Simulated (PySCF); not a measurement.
## ReH2, quartet: computed properties

These are results of UPBE0 in PySCF with Re def2-TZVP with ECP60, H def2-TZVP; scalar-relativistic core potentials, no spin–orbit coupling; density-fitted integrals, not measurements.

The structure is a minimum.

Z-matrix (Å, degrees; charge 0 multiplicity 4):
```
Re
H  1 1.6407
H  1 1.6407 2 112.65
```

- Point group: C2v
- Bond lengths: Re–H 1.641 Å (×2)
- Bond angles: H–Re–H 112.7°
- Dipole moment: 1.55 D
- Entropy at 298.15 K and 1 bar (electronic part: spin only): 244.0 J/(mol K)
- Enthalpy at 298.15 K above 0 K: 10.13 kJ/mol
- Rotational constants: 10.22, 4.486, 3.117 cm⁻¹
- Spin squared ⟨S²⟩: 3.782
- Zero-point energy: 30.0 kJ/mol
- Heat capacity Cp at 298.15 K: 36.1 J/(mol K)
- Atomisation energy without zero-point energy: 457 kJ/mol
- Principal polarisabilities: 43.8, 48.4, 61.7 bohr³
- Highest occupied level (β): -5.07 eV
- Lowest empty level (α): -2.18 eV
- Rotational symmetry number: 2
- Principal quadrupole moments (Buckingham, traceless) about the centre of mass: -2.09, 0.96, 1.13 D Å

Harmonic modes (masses in u: Re 186.956, H 1.008):
```
symmetry  ω (cm⁻¹)  IR (km/mol)     type
      a1       785         45.6     bend
      a1      2114         28.8  stretch
      b2      2116          153  stretch
```

In C2v the vibrations span 2a1 + b2. Here b1 is antisymmetric to the molecular plane and b2 lies in it.

Charges (e):
| atom | Mulliken | Löwdin | polar tensor | spin (Mulliken) | Mayer order to Re1 |
| --- | --- | --- | --- | --- | --- |
| Re1 | 0.11 | 0.17 | 0.44 | 3.24 | – |
| H2,3 | -0.06 | -0.09 | -0.22 | -0.12 | 1.01 |

Mulliken populations on Re1 (electrons outside its core potential): s 3.18, p 6.14, d 5.55, f 0.01.

Formally Re is in oxidation state +2, d5, with 3 unpaired electrons (the high-spin count would be 5). The Mulliken spin on Re is 3.24. The polar-tensor charge on Re, 0.44, is far below the formal one.

This need not be the most stable arrangement of these atoms. Open d and f shells are described by one determinant, and the ground state may have another occupation or spin. At this level a sextet minimum of C2v symmetry lies 26 kJ/mol below this structure. No spin–orbit coupling is included, which matters more the heavier the element.

The final relaxation and frequency run took 13 s on 2 threads of a shared Intel Xeon Platinum 8375C @ 2.90GHz (Ice Lake) host, with 52 basis functions and 7 gradients; the process peaked at 0.58 GiB.
